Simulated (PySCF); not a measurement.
Numbering as in the mapped SMILES `[NH2:1][CH2:2][C:3]1=[C:4]([CH2:5][SiH3:6])[CH2:7][SiH2:8]1`; H(Xn) means a hydrogen on atom n.

PySCF 2.14 calculation with geometry: GFN2-xTB and GIAO PBE0/pcSseg-1 shieldings; gas phase, one averaged value for each set of equivalent atoms, single conformer, non-relativistic Hamiltonian.

Q: List the cross peaks expected in HSQC, COSY and HMBC spectra.

A: 

HSQC (one-bond C–H):
```
          δH         δC
3.68 (H(C2))  46.0 (C2)
2.02 (H(C5))  18.4 (C5)
1.72 (H(C7))  20.1 (C7)
```

COSY cross peaks (H two or three bonds apart, from the bond graph; peaks can be absent where the dihedral angle is near 90°):
```
           δH            δH
4.85 (H(Si8))  1.72 (H(C7))
3.88 (H(Si6))  2.02 (H(C5))
```

HMBC (two and three bonds, from the bond graph):
```
           δH                                            δC
4.85 (H(Si8))  163.0 (C4), 149.5 (C3), 46.0 (C2), 20.1 (C7)
3.88 (H(Si6))                         163.0 (C4), 18.4 (C5)
 3.68 (H(C2))                        163.0 (C4), 149.5 (C3)
 2.02 (H(C5))             163.0 (C4), 149.5 (C3), 20.1 (C7)
 1.72 (H(C7))             163.0 (C4), 149.5 (C3), 18.4 (C5)
```

Scale: TMS for 1H (31.72 ppm) and 13C (186.93 ppm) (reference shieldings calculated alike).

Short H···H contacts in this conformer between protons four or more bonds apart (candidates for NOE cross peaks, intensity ∝ r⁻⁶): H(C2)···H(C5) 2.56 Å, H(C5)···H(C7) 2.77 Å.

OH/NH shifts are gas-phase values; hydrogen bonding in solution moves them, usually downfield. Shifts are as computed. Against solution values, carbons near 30 ppm lie about +3 ppm off and those near 130 ppm about +5 ppm. Of 1211 compounds with measured shifts, 218 miss one by over three times the rms of a fit or turn the order of signals round; such compounds aren't used in these exercises.
